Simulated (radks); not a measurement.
Problem. The iridium ion Ir3+, 74 electrons, occupied as [Xe] 4f14 5d6. Calculated with a radial shooting solver on a logarithmic mesh with Libxc functionals: Dirac Kohn-Sham, LDA (Slater exchange, Perdew-Zunger correlation), spin-unpolarised, spherical densities, finite nucleus; open shells fill j = l - 1/2 first; Fermi nuclear charge, rms radius 5.4032 fm.

Spin-orbit splittings of the eigenvalues, e(l+1/2) - e(l-1/2), with zeta = 2 splitting/(2l+1) and mean radii in bohr:

| shell | occ. | splitting (eV) | zeta (eV) | <r> j=l-1/2 | <r> j=l+1/2 |
|---|---|---|---|---|---|
| 2p | 6 | 1626 | 1084 | 0.06019 | 0.06850 |
| 3p | 6 | 355.9 | 237.2 | 0.1802 | 0.1955 |
| 3d | 10 | 76.98 | 30.79 | 0.1705 | 0.1752 |
| 4p | 6 | 84.42 | 56.28 | 0.4268 | 0.4608 |
| 4d | 10 | 15.67 | 6.270 | 0.4721 | 0.4834 |
| 4f | 14 | 3.126 | 0.8931 | 0.5310 | 0.5387 |
| 5p | 6 | 13.88 | 9.254 | 1.059 | 1.155 |
| 5d | 6 | 1.452 | 0.5809 | 1.525 | 1.570 |
| 6p | 0 | ? | ? | 2.740 | 2.939 |

Estimate the 6p splitting.

Solution. 1.956 eV (zeta = 1.304 eV).
